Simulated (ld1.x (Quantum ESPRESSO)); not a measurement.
# Ranking TM potentials for Zn

All share these settings but for the change named:

* Element: Zn
* Generator: ld1.x (Quantum ESPRESSO) 7.5
* Type: norm-conserving Troullier–Martins (Kleinman–Bylander form)
* Functional: PBEsol
* Relativity: scalar-relativistic
* Frozen core: [Ar]
* Valence charge: 12
* Reference configuration: 3d10 4s1.5 4p0 (charge +0.5)
* Partial waves: 4p (bound, empty): rc 2.05 bohr; 3d (bound): rc 1.05 bohr; 4s (bound): rc 2.20 bohr
* Local potential: the s channel
* Core correction: none

Cutoff: the first of the cutoffs (Ry, on a coarse ladder) from which the occupation-weighted sum of valence levels, in a spherical-Bessel basis at the reference potential, stays within 10 and 1 mRy of its value at 400 Ry; the density cutoff is not measured.

The base gives 230 Ry.

Of 11 variants that were run, those that failed, showed a ghost or another fault, or gave nearly equal values are left out.

A variant can come out equal or close to the base.

(1) Rank these variants from softest to hardest (loose cutoff).
A. core [Ar] 3d10, valence charge 2; reference 4s1.75 4p0.25; waves now 4p (bound): rc 2.80 bohr; 4s (bound): rc 1.95 bohr; core correction a·sin(br)/r model core inside 1.00 bohr
B. reference 3d10 4s2 4p0
C. wave 3d (bound): rc 1.05 bohr becomes 3d (bound): rc 1.42 bohr

## Answers

(1) A (10 Ry), C (140 Ry), B (230 Ry).
